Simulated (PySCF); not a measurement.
## A ladder of Hamiltonians for N(5+) (nitrogen, charge +5)

Occupied: 1s1/2. Hartree-Fock calculated with PySCF 2.14 in an even-tempered Gaussian basis (16 s from 0.13 bohr⁻², ratio 2.7; 10 p from 0.16 bohr⁻², ratio 2.7), Gaussian nucleus throughout. NR is non-relativistic, sf-X2C the spin-free one-electron X2C Hamiltonian, X2C adds the bare one-electron spin-orbit term, X2C-SNSO screens it by Boettger's factors, DC is four-component Dirac-Coulomb, and the Gaunt and Breit terms are added at first order (total energies over the DC spinors, levels after relaxing the spinors in that mean field). QED terms are absent. Levels marked empty are virtual spinors of this ion.

```json
{"level (eV)": "1s1/2", "NR": "-552.17", "sf-X2C": "-552.45", "X2C": "-552.45", "X2C-SNSO": "-552.45"}
{"level (eV)": "2s1/2 (empty)", "NR": "-97.696", "sf-X2C": "-97.757", "X2C": "-97.757", "X2C-SNSO": "-97.757"}
{"level (eV)": "2p1/2 (empty)", "NR": "-87.640", "sf-X2C": "-87.657", "X2C": "-87.690", "X2C-SNSO": "-87.685"}
{"level (eV)": "2p3/2 (empty)", "NR": "-87.640", "sf-X2C": "-87.657", "X2C": "-87.641", "X2C-SNSO": "-87.643"}
{"level (eV)": "3s1/2 (empty)", "NR": "-41.206", "sf-X2C": "-41.225", "X2C": "-41.225", "X2C-SNSO": "-41.225"}
```

Task: Where do the four-component calculations put these levels?

Result: 1s1/2: DC -552.50, DC+Gaunt -552.40, DC+Breit -552.40; 2s1/2 (empty): DC -97.761, DC+Gaunt -97.753, DC+Breit -97.754; 2p1/2 (empty): DC -87.682, DC+Gaunt -87.670, DC+Breit -87.672; 2p3/2 (empty): DC -87.645, DC+Gaunt -87.638, DC+Breit -87.641; 3s1/2 (empty): DC -41.226, DC+Gaunt -41.224, DC+Breit -41.224 (eV).

```tsv
Hamiltonian	E (hartree)	E − E(DC) (hartree)	CPU seconds
NR	-44.7359	0.0280	0.15
sf-X2C	-44.7620	0.0020	0.07
X2C	-44.7620	0.0020	0.07
X2C-SNSO	-44.7620	0.0020	0.07
DC	-44.7640	0.0000	1.1
DC+Gaunt	-44.7600	0.0040	2.4
DC+Breit	-44.7600	0.0040	26
```

Weight of the small component: 1s1/2 0.000596, 2s1/2 9.81e-05, 2p1/2 9.21e-05, 2p3/2 9.21e-05, 3s1/2 4.05e-05.

Koopmans' value for the highest occupied level at DC+Breit: 552.40 eV, against an ionisation energy of 552.07 eV (theoretical estimate listed by NIST; NIST Atomic Spectra Database, ionization energies); the former lacks relaxation, correlation, QED and recoil.

The whole ladder took 31 s of wall time on 1 thread of Intel(R) Xeon(R) Platinum 8375C CPU @ 2.90GHz (shared host), launched as `OMP_NUM_THREADS=1 python relrun2.py TASK.json OUT` (a driver that calls PySCF for each Hamiltonian).

Dirac-Coulomb iterations, started from the X2C spinors:

```
with_ssss True, with_gaunt False, with_breit False
light speed = 137.03599967994
init E= -44.7627240915957
cycle= 1 E= -44.7639676153897  delta_E= -0.00124  |g|= 0.00326  |ddm|= 0.00083
cycle= 2 E= -44.7639676316792  delta_E= -1.63e-08  |g|= 2.76e-05  |ddm|= 2.75e-05
cycle= 3 E= -44.7639676316872  delta_E= -8.02e-12  |g|= 7.04e-07  |ddm|= 1.72e-06
```
